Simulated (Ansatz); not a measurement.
Al₉P₁₀H₂₆⁺, a nanocrystal cut from wurtzite AlP (hydrogen-capped) was relaxed with PBE-D4 (def2-SVP) in Ansatz in these states: charge +1 singlet, neutral doublet. The geometries follow in no particular order.

Single mean-field runs in def2-SVP are fitted with def2-universal-jkfit.

A:

| atom | x (Å) | y (Å) | z (Å) |
| --- | --- | --- | --- |
| P1 | -3.450 | -2.148 | -0.403 |
| Al2 | -2.359 | -4.280 | 0.301 |
| P3 | -3.223 | 1.629 | -1.742 |
| Al4 | -3.129 | 3.723 | -0.471 |
| Al5 | -2.036 | -0.311 | -0.965 |
| P6 | -0.881 | 0.226 | 1.043 |
| P7 | -0.085 | -3.395 | 0.386 |
| Al8 | 0.247 | -1.702 | 2.045 |
| P9 | -0.712 | 3.944 | -0.121 |
| Al10 | 0.563 | 2.086 | 0.715 |
| P11 | 1.573 | 2.482 | 2.838 |
| P12 | 2.530 | -0.984 | 2.077 |
| Al13 | 3.022 | 0.685 | 3.790 |
| P14 | -0.334 | -0.939 | -2.466 |
| Al15 | 0.749 | -2.995 | -1.812 |
| Al16 | 0.775 | 1.187 | -2.894 |
| P17 | 2.128 | 1.333 | -0.874 |
| P18 | 3.030 | -2.259 | -1.463 |
| Al19 | 3.557 | -0.404 | 0.004 |
| H20 | -4.385 | -1.654 | 0.559 |
| H21 | -4.340 | -2.345 | -1.505 |
| H22 | -2.896 | -4.560 | 1.776 |
| H23 | -2.499 | -5.203 | -0.996 |
| H24 | -4.606 | 1.256 | -1.760 |
| H25 | -3.000 | 1.764 | -3.146 |
| H26 | -3.618 | 3.239 | 0.977 |
| H27 | -3.673 | 4.931 | -1.351 |
| H28 | -1.886 | 0.671 | 1.961 |
| H29 | 0.691 | -4.503 | 0.863 |
| H30 | -0.382 | -2.021 | 3.472 |
| H31 | -0.562 | 4.985 | 0.852 |
| H32 | 0.004 | 4.534 | -1.205 |
| H33 | 0.517 | 2.873 | 3.719 |
| H34 | 2.265 | 3.730 | 2.746 |
| H35 | 3.251 | -2.142 | 2.519 |
| H36 | 2.330 | 0.278 | 5.168 |
| H37 | 4.499 | 1.245 | 3.551 |
| H38 | -1.052 | -1.243 | -3.668 |
| H39 | 0.611 | -4.159 | -2.887 |
| H40 | -0.403 | 2.266 | -2.609 |
| H41 | 1.652 | 1.169 | -4.224 |
| H42 | 2.977 | 2.472 | -1.065 |
| H43 | 3.787 | -3.390 | -1.021 |
| H44 | 3.659 | -2.051 | -2.731 |
| H45 | 5.099 | -0.017 | 0.017 |

B:

```xyz
45

P    -0.724    2.911    3.238
Al    1.303    4.084    2.455
P    -3.356   -0.034    2.136
Al   -4.781   -0.563    0.224
Al   -1.226    1.043    1.790
P    -0.946    1.010   -0.591
P     2.195    2.359    0.974
Al    1.128    2.091   -1.169
P    -3.288   -1.912   -1.159
Al   -1.154   -1.025   -1.850
P    -0.567   -1.336   -4.175
P     2.262    0.401   -2.458
Al    1.444   -0.014   -4.723
P     0.389   -0.564    2.465
Al    2.578    0.394    2.260
Al   -0.068   -2.777    1.585
P     0.450   -2.396   -0.754
P     3.660   -1.138    0.724
Al    2.649   -1.698   -1.408
H    -1.823    3.822    3.149
H    -0.709    2.743    4.671
H     0.792    5.337    1.593
H     2.273    4.215    3.729
H    -4.137    0.804    2.996
H    -3.237   -1.168    3.000
H    -4.919    0.826   -0.568
H    -6.021   -1.454    0.709
H    -1.969    1.868   -1.100
H     3.516    2.839    0.682
H     0.979    3.471   -1.958
H    -4.030   -2.242   -2.339
H    -3.163   -3.230   -0.615
H    -1.651   -0.826   -4.955
H    -0.497   -2.656   -4.756
H     3.582    0.920   -2.683
H     0.919    1.356   -5.373
H     2.465   -1.014   -5.456
H     0.192   -0.673    3.881
H     3.398    0.546    3.621
H    -1.662   -3.018    1.693
H     0.984   -3.822    2.200
H     0.295   -3.674   -1.384
H     4.994   -0.677    0.487
H     3.971   -2.348    1.421
H     3.511   -2.780   -2.205
```

Judge from the bond lengths which geometry belongs to which state (an estimate).

A is the charge +1 singlet (P6–Al8 2.448 Å, Al10–P11 2.385 Å, P1–Al5 2.385 Å); B is the neutral doublet (P6–Al8 2.410 Å, Al10–P11 2.418 Å, P1–Al5 2.416 Å).
